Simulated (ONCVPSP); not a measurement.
## u(r) = r·R(r): atom against pseudo-atom (Si (Z = 14))

Columns: radius, all-electron u(r) and pseudo u(r) of the 3s shell (level -11.27 eV) of silicon in the configuration [Ne] 3s1.5 3p2.5; LDA (Perdew-Wang 92), scalar-relativistic, ONCV scheme, ONCVPSP 4.0.1.

| r (bohr) | all-electron | pseudo |
| --- | --- | --- |
| 0.088 | 0.1506 | 0.0086 |
| 0.175 | -0.0700 | 0.0196 |
| 0.262 | -0.2584 | 0.0354 |
| 0.350 | -0.3424 | 0.0580 |
| 0.438 | -0.3328 | 0.0884 |
| 0.525 | -0.2612 | 0.1266 |
| 0.612 | -0.1546 | 0.1725 |
| 0.700 | -0.0306 | 0.2260 |
| 0.788 | 0.0962 | 0.2851 |
| 0.875 | 0.2160 | 0.3471 |
| 0.962 | 0.3254 | 0.4107 |
| 1.050 | 0.4228 | 0.4742 |
| 1.138 | 0.5059 | 0.5344 |
| 1.225 | 0.5740 | 0.5884 |
| 1.312 | 0.6289 | 0.6353 |
| 1.400 | 0.6718 | 0.6742 |
| 1.487 | 0.7030 | 0.7037 |
| 1.575 | 0.7243 | 0.7244 |
| 1.662 | 0.7365 | 0.7365 |
| 1.750 | 0.7411 | 0.7411 |
| 1.838 | 0.7391 | 0.7391 |
| 1.925 | 0.7315 | 0.7315 |
| 2.012 | 0.7194 | 0.7194 |
| 2.100 | 0.7034 | 0.7034 |
| 2.188 | 0.6844 | 0.6844 |
| 2.275 | 0.6633 | 0.6633 |

(1) How many radial nodes do the two functions have?

(2) At about which radius was the pseudo-wave matched?

(3) Where does each function peak?

(4) Is the pseudo-wave norm-conserving?

Results:

(1) The all-electron 3s function has n − l − 1 = 2; the pseudo-wave has 0, since the states of the same l below it are removed with the core.

(2) 1.75 bohr. The columns agree to 0.0005 from 1.57 bohr on; several derivatives are matched, so the curves merge somewhat inside the radius.

(3) Outermost all-electron maximum near 1.75 bohr, pseudo maximum near 1.75 bohr (to the table’s step).

(4) Yes: the ONCV scheme keeps the norm inside the radius equal to the all-electron one, which fixes the energy derivative of the logarithmic derivative at the level.
